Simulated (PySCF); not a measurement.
HO₄S, SMILES [O]S(=O)(=O)O (connectivity only; charge and spin as stated), charge -1, multiplicity 1.

Geometry optimised at PBE-D3(BJ)/def2-SVPD. The spin state was assumed, not searched. The isomer is the one that the SMILES or the coordinates give; other isomers of the formula were not compared. Other conformers were not sampled.

These are PBE-D3(BJ)/def2-SVPD (PySCF 2.14.0) values and carry that method's errors.

Frequencies are harmonic and unscaled.

| mode | ν (cm⁻¹) | IR (km/mol) | moving atoms (share of kinetic energy) |
|---|---|---|---|
| 1 | 91 | 58.6 | H 84 %, O 16 % |
| 2 | 339 | 3.4 | O 91 % |
| 3 | 339 | 4.4 | O 87 %, H 12 % |
| 4 | 482 | 8.0 | O 90 %, S 9 % |
| 5 | 487 | 18.2 | O 81 %, S 14 % |
| 6 | 496 | 25.1 | O 80 %, S 20 % |
| 7 | 635 | 248.0 | S 52 %, O 47 % |
| 8 | 947 | 61.4 | O 87 %, S 11 % |
| 9 | 1037 | 167.9 | H 60 %, O 33 % |
| 10 | 1172 | 337.8 | O 55 %, S 45 % |
| 11 | 1187 | 277.4 | S 39 %, O 36 %, H 25 % |
| 12 | 3706 | 33.6 | H 94 % |
